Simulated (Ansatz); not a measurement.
## A geometry optimisation of H4O2SSi with PBE0-D3(BJ)/def2-SVP

The starting geometry of this gas-phase singlet was optimised with GFN2-xTB.

```tsv
atom	x (Å)	y (Å)	z (Å)
O	1.1444	0.0833	-1.4986
O	0.4025	0.3219	1.2911
S	-1.6886	1.4564	-0.7800
Si	-0.4393	-0.0708	0.1010
H	-1.4587	2.3400	0.1768
H	1.9276	0.2775	-0.9743
H	0.9482	0.8444	-2.0553
H	-0.8831	-1.3204	-0.4566
```

Problem. Where would you expect an optimisation with PBE0-D3(BJ)/def2-SVP to take it?

Solution. A new bond forms, giving a structure given below by its coordinates. Contacts that close: O1–Si4 (2.26 → 2.00 Å).

The energy falls by 0.24 eV over 11 steps:

```csv
step,E − E(last) (eV)
1,0.238
2,0.102
3,0.027
4,0.007
5,0.003
7,0.001
8,0.000
9,0.000
10,0.000
11,0.000
```

Final geometry (Å):

```yaml
atoms:
  - { symbol: O, position_ang: [1.0443, 0.1104, -1.4223] }
  - { symbol: O, position_ang: [0.5560, 0.2555, 1.1727] }
  - { symbol: S, position_ang: [-1.7278, 1.4077, -0.8071] }
  - { symbol: Si, position_ang: [-0.3679, -0.0617, -0.0234] }
  - { symbol: H, position_ang: [-1.2552, 2.3515, 0.0381] }
  - { symbol: H, position_ang: [1.7325, 0.3509, -0.7688] }
  - { symbol: H, position_ang: [0.8645, 0.9060, -1.9497] }
  - { symbol: H, position_ang: [-0.8935, -1.3880, -0.4355] }
```

Frequencies at the end are all real (lowest 122 cm⁻¹). Run with Ansatz 0.2.0, 17 s on 2 threads of Arm Neoverse V1, with other jobs on the host.
